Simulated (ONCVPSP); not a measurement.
**What one change does to a pseudopotential (rubidium (Rb), ONCV)**

rubidium, optimised norm-conserving Vanderbilt (ONCV), made with ONCVPSP 4.0.1 (PBE, fully relativistic). Core [Ar] 3d10, reference 4s2 4p6 5s0.5 (charge +0.5). Waves: 4s+5s: rc 2.10 bohr, ncon 3, nbas 7, qcut 7.4 1/bohr, 2 projectors; 4p: rc 1.65 bohr, ncon 4, nbas 7, qcut 4.9 1/bohr, 2 projectors, debl 2.5 Ha; d scattering state at 0.21 Ha: rc 1.60 bohr, ncon 3, nbas 8, qcut 6.5 1/bohr, 2 projectors, debl 1.8 Ha. Local part: polynomial inside 1.00 bohr (lpopt 5, dvloc0 4 Ha). Core correction: none.

Open shells are filled in proportion to 2j + 1.

Change: all radii scaled by about 1.27 (s 2.68, p 2.10, d 2.04 bohr); local potential polynomial inside 1.28 bohr (lpopt 5, dvloc0 4 Ha).

Cutoffs: the cutoffs (Ha) at which the residual kinetic energy of the hardest occupied pseudo-wave falls to 1 and 0.1 mHa per electron; they do not see the model core or the augmentation charge, which bear on the density cutoff. Errors are all-electron minus pseudo energies relative to the spin-unpolarised reference configuration.

**Question.** What does the change do?

**Answer.** The potential gets softer (15 Ha and 49 Ha → 11 Ha and 13 Ha); the errors of the 4 common tests hardly move; neither file shows a bound ghost. A larger radius leaves more room for a smooth pseudo-wave, so fewer plane waves are needed.

```tsv
quantity	base	changed
cutoff, loose	15 Ha	11 Ha
cutoff, tight	49 Ha	13 Ha
loose cutoff by channel	s 15 Ha, p 15 Ha	s 11 Ha, p 6.5 Ha
bound ghosts	none	none
GHOST(+) flags under 300 eV	s at 63.5 eV	none
error for 4s2 4p6 5s1, meV [ΔE -1.58 eV]	0.0	0.0
error for 4s2 4p6 5s0, meV [ΔE 2.58 eV]	0.0	0.0
error for 4s2 4p6 5s0 5p1, meV [ΔE -0.06 eV]	+0.1	+0.1
error for 4s2 4p6 4d0.5 5s0.5, meV [ΔE -0.46 eV]	-0.6	-0.7
```

Base: These tests converged, but a pseudo level misses the all-electron one widely, so the file describes the atom poorly there or has found another state: 4s2 4p6 5s0 5p1: empty 5s by 3.1 eV. Changed file: These tests converged, but a pseudo level misses the all-electron one widely, so the file describes the atom poorly there or has found another state: 4s2 4p6 5s0 5p1: empty 5s by 3.1 eV.
